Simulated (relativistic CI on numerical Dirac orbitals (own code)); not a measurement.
One change at a time: Tc⁴⁰⁺

Base calculation: Dirac-Coulomb-Breit CI, separate exchange-only KLI orbitals for each configuration, model QED (radiative potential, 1s self-energy scaled to tabulated hydrogen-like ionisation energies), unscaled Slater integrals.

Configuration list (outside the closed core 1s2): 2s, 2p, 3s, 3p, 3d, 4s, 4p, 4d, 4f, 5s, 5p, 5d, 5f, 5g. Levels of other configurations are missing.

Variants: (1) non-relativistic limit. Shifts of the energy above 2s 2S_1/2, in eV, for the lowest level and the first level of each name with at least 55 % of one term (blank where a level changes its place among those of its configuration and J or its character, or is not in the variant):

```tsv
Level	Base	Δ(1)
2s 2S_1/2	0.00	0.00
2p 2P°_1/2	88.86	-9.33
2p 2P°_3/2	228.14	-148.61
3s 2S_1/2	3372.77	-115.50
3p 2P°_1/2	3397.39	-117.88
3p 2P°_3/2	3438.70	-159.19
3d 2D_3/2	3447.23	-158.54
3d 2D_5/2	3460.09	-171.40
4s 2S_1/2	4537.20	-149.53
4p 2P°_1/2	4547.31	-150.45
4p 2P°_3/2	4564.70	-167.83
4d 2D_3/2	4568.25	-167.60
4d 2D_5/2	4573.69	-173.03
4f 2F°_5/2	4573.87	-173.00
4f 2F°_7/2	4576.56	-175.69
5s 2S_1/2	5071.47	-162.70
5p 2P°_1/2	5076.57	-163.14
5p 2P°_3/2	5085.45	-172.02
5d 2D_3/2	5087.26	-171.91
5d 2D_5/2	5090.04	-174.69
5f 2F°_5/2	5090.14	-174.67
5g 2G_7/2	5091.52	-176.05
```

At this charge energies of transitions that change n are usually good to better than 1 %, and those within a shell (Δn = 0) to a few per cent.

Ionisation energy from the two ground configurations alone: base 6008 eV. The NIST ASD value (theoretical) is 6008.39 eV.
